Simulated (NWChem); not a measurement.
# fluoroethane (C2H5F); SMILES CCF

Results from NWChem. Pople sets run with spherical d functions. Each level has its own optimisation; frequencies are unscaled. Brackets give each atom's bonded neighbours.

```
level                                 r C–C (Å)  r C–H [C(CHHH)–H(C)] (Å)  r C–F (Å)  r C–H [C(CFHH)–H(C)] (Å)  highest harmonic frequency (cm⁻¹)  lowest (cm⁻¹)  zero-point energy (kcal/mol)  dipole (D)
------------------------------------  ---------  ------------------------  ---------  ------------------------  ---------------------------------  -------------  ----------------------------  ----------
Hartree-Fock/STO-3G                       1.547                     1.086      1.386                     1.099                               3760            224                          50.5        1.21
Hartree-Fock/3-21G                        1.521                     1.083      1.410                     1.080                               3298            260                          45.9        2.28
Hartree-Fock/6-31G*                       1.512                     1.085      1.373                     1.083                               3301            273                          45.9        1.97
B3LYP/6-31G*                              1.517                     1.095      1.393                     1.098                               3138            268                          43.0        1.71
LDA (Slater exchange, VWN5)/def2-SVP      1.498                     1.110      1.367                     1.117                               3077            267                          41.2        1.63
PBE/def2-SVP                              1.516                     1.109      1.389                     1.114                               3077            264                          41.3        1.65
BLYP/def2-SVP                             1.524                     1.109      1.400                     1.114                               3044            262                          41.2        1.67
PBE0/def2-SVP                             1.507                     1.100      1.374                     1.104                               3169            268                          42.8        1.77
```
